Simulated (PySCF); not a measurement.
Geometry (Å), atoms numbered from 1 in this order:
```xyz
15

C    -2.703    0.157   -0.336
Si   -1.386   -1.001    0.379
O     0.054   -0.232    0.420
Si    1.215    0.817    0.030
C     2.883   -0.074    0.116
Cl    0.890    1.482   -1.845
H    -3.676   -0.323   -0.378
H    -2.445    0.470   -1.345
H    -2.805    1.058    0.266
H    -1.179   -2.180   -0.465
H    -1.626   -1.334    1.782
H     1.084    1.945    0.945
H     2.919   -0.923   -0.563
H     3.698    0.594   -0.147
H     3.073   -0.447    1.118
```

Computational details: geometry: GFN2-xTB, GIAO PBE0/pcSseg-1 shieldings, in PySCF 2.14.0 with density-fitted response routines (rapidly exchanging positions averaged, in vacuum, no relativistic terms, single conformer).

δ = σ(ref) − σ, references computed at the same level: ¹³C, ¹H, ²⁹Si against TMS; ¹⁷O against H2O; ³⁵Cl against HCl.

| atoms | nucleus | count | δ (ppm) |
| --- | --- | --- | --- |
| C1 | ¹³C | 1 | 0.1 |
| H7/H8/H9 | ¹H | 3 | 0.43 |
| Si4 | ²⁹Si | 1 | ? |
| O3 | ¹⁷O | 1 | 66.2 |
| H12 | ¹H | 1 | 5.49 |
| H10 | ¹H | 1 | 5.30 |
| C5 | ¹³C | 1 | ? |
| Cl6 | ³⁵Cl | 1 | ? |
| H13/H14/H15 | ¹H | 3 | 0.41 |
| H11 | ¹H | 1 | 5.22 |
| Si2 | ²⁹Si | 1 | -19.8 |

**Question.** Estimate the values marked ?.

**Answer.** 
- C5: 5.8 ppm, methyl carbon bonded to Si; an electropositive neighbour leaves it electron-rich and shielded
- Si4: -10.6 ppm, silicon bonded to C, Cl, O, H
- Cl6: 57 ppm, chlorine bonded to Si

Shifts are as computed. Against solution values, carbons near 30 ppm lie about +3 ppm off and those near 130 ppm about +5 ppm. Of 1211 compounds with measured shifts, 218 miss one by over three times the rms of a fit or turn the order of signals round; such compounds aren't used in these exercises. Experimental scales use liquid or dissolved standards, which lie at an offset from isolated H2O (liquid H2O: subtract about 36 ppm).
